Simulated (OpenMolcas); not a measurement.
## Lines of Sn²⁺: computed and rescaled rates

```
Program             : OpenMolcas 26.06
Method              : MS-RASPT2, IPEA 0.25 Eh, imaginary shift 0.1 Eh (closed shells correlated: 4d)
Basis               : ANO-RCC-VQZP [8s7p5d3f2g]
Scalar Hamiltonian  : DKH2, point nucleus
Active space        : 2 electrons in 9 orbitals (RAS2 5s 5p; RAS3 5d, at most 2 electrons)
State averaging     : 2S+1 = 3 even, 3 roots; 2S+1 = 1 even, 7 roots; 2S+1 = 3 odd, 3 roots; 2S+1 = 1 odd, 3 roots
Spin-orbit coupling : state interaction with AMFI integrals over the reference wave functions, term energies averaged over their components
```

Rates come from the transition moments of the reference wave functions (E1 and E2 in the length form). At fixed line strength A goes as λ^-3 for E1 and M1 and as λ^-5 for E2, so a rate at the computed wavelength can be rescaled to the measured one. Measured vacuum wavelengths follow from level energies in Moore, Atomic Energy Levels, vol. III, NSRDS-NBS 35 (1971 reprint of NBS Circular 467, 1958). Branching counts decays inside the model space alone, at computed energies, and the table is only a selection of the E1 lines, drawn from those between levels with measured partners whose computed energy lies within a factor of 1.5 of the measured one.

```tsv
Upper	Lower	Type	λ computed (nm)	λ measured (nm)	A computed (s-1)	A rescaled (s-1)	Branching %
5p² ¹D₂	5s 5p ¹P°₁	E1	202	207.1	3.31e+07	3.07e+07	12.0
5p² ¹D₂	5s 5p ³P°₂	E1	143.7	145	1.64e+08		59.7
5p² ³P₀	5s 5p ³P°₁	E1	137.5	138.7	2.58e+09	2.51e+09	99.8
5p² ¹D₂	5s 5p ³P°₁	E1	137.4	137	7.77e+07		28.2
```

Spin-changing lines and M1 lines between different terms are not rescaled, since their strength hangs on the term gaps too.

The largest correction is for 5p² ¹D₂ → 5s 5p ¹P°₁ (E1): 3.31e+07 × (202 / 207.1)^3 = 3.07e+07 s-1, a factor of 0.93.

The computed rate and branching of 5p² ³P₀ → 5s 5p ³P°₁ give the upper level a radiative lifetime of 0.998 / 2.58e+09 s-1 = 3.87e-10 s, counting decays inside the model space alone. The rescaled rate gives about 4.0e-10 s.

No measured rate stands beside these. Rescaling mends the energy factor alone: line strengths can still be far off where a level mixes with configurations outside the active space, and weak or spin-changing lines hang on small mixing coefficients that depend on the term gaps too, so rescaling need not improve them.

CASPT2 does not keep the components of a term degenerate, so their means are used; among the terms shown or strongly mixed into the levels shown the widest spread is 37 cm-1 (5p² ¹D). Configurations are named by rounded mean occupations; where the s occupation lies near a half they are strongly mixed, a name can repeat and a true partner stay unpaired. Some terms take much of their weight from 5d, a shell meant for correlation, so their names are nominal. Some terms mix strongly with configurations of 5d, whose occupation reaches 0.38 (5p² ¹D). Computed and measured levels are paired by configuration, term and J; levels that our copy of the source lacks, or whose pairing is in doubt (as where it misses far off the trend of its configuration), stay unpaired. Only configurations of the active space appear.

° marks odd parity.
